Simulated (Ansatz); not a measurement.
Basis-set extrapolation for `C[C@H](F)[C@H](F)C(F)F` (PBE0-D4/def2-TZVP geometry, frozen core, Ansatz 0.2.0). Multiplicity 1, RHF reference.

```csv
,def2-TZVPP,def2-QZVPP
HF,-552.955066,-552.978967
MP2 correlation,-1.661304,-1.802129
CCSD(T) correlation,-1.754540,not run
```

Energies in hartree. Use E(X) = E(∞) + A·exp(−7.88·√X) for Hartree–Fock and E(X) = E(∞) + B·X^(−2.97) for correlation, with X = 3 and 4, and add CCSD(T) minus MP2 of the smaller set to the MP2 limit.

**Question.** What is the CCSD(T) energy at the basis-set limit?

**Answer.** HF limit: -552.978967 + (-0.023901) × 0.13774 = -552.98226. MP2 limit: -1.802129 + (-0.140825) × 0.74074 = -1.90644. Higher-order term: -1.754540 − (-1.661304) = -0.09324. Total: -554.98194 hartree, 715.0 kJ/mol below CCSD(T)/def2-TZVPP.
